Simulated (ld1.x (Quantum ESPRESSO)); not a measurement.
# Configuration tests for magnesium (ultrasoft)

```
Element                 : Mg
Generator               : ld1.x (Quantum ESPRESSO) 7.5
Type                    : ultrasoft
Functional              : PBE
Relativity              : scalar-relativistic
Frozen core             : [He]
Valence charge          : 10
Reference configuration : 2s2 2p6 3s2 3p0
Partial waves           : 2s (bound): rcut 0.95, rcutus 1.05 bohr; 3s (bound): rcut 0.95, rcutus 1.05 bohr; 2p (bound): rcut 1.05, rcutus 1.15 bohr; 3p (bound, empty): rcut 1.05, rcutus 1.15 bohr
Local potential         : all-electron potential smoothed inside 0.80 bohr (lloc = -1)
Core correction         : Bessel-smoothed model core, default radius (core density twice the valence density)
Augmentation charge     : PSQ, radius 0.75 bohr
```

Energies are relative to the spin-unpolarised reference configuration 2s2 2p6 3s2 3p0; without spin polarisation the order of configurations can differ from experiment. The frozen-core shift is the all-electron ΔE with the core orbitals held at their reference shape minus the fully relaxed ΔE.

| valence configuration | charge | ΔE all-electron (eV) | error AE − PS (meV) | frozen-core shift (meV) |
| --- | --- | --- | --- | --- |
| 2s2 2p6 3s1 3p0 | +1 | 7.960 | 0.0 | 0.0 |
| 2s2 2p6 3s1.5 3p0 | +0.5 | 3.144 | 0.0 | 0.0 |
| 2s2 2p6 3s0 3p2 | 0 | 7.183 | 0.0 | 0.0 |
| 2s1 2p6 3s2 3p0 | +1 | 91.471 | -3.6 | +1.0 |
| 2s2 2p6 3s0 3p1 | +1 | 12.328 | +0.1 | 0.0 |

Q: What are ΔE and the potential's error for 2s2 2p6 3s0 3p0?

A: ΔE = 22.986 eV all-electron; the error (AE − PS) is -0.1 meV.

Q: What are ΔE and the potential's error for 2s2 2p6 3s1 3p1?

A: ΔE = 3.491 eV all-electron; the error (AE − PS) is 0.0 meV.

Levels in the configuration 2s2 2p6 3s0 3p1:

| level | all-electron (eV) | pseudo (eV) |
| --- | --- | --- |
| 2s | -90.737 | -90.736 |
| 2p | -57.480 | -57.478 |
| 3p | -7.808 | -7.807 |
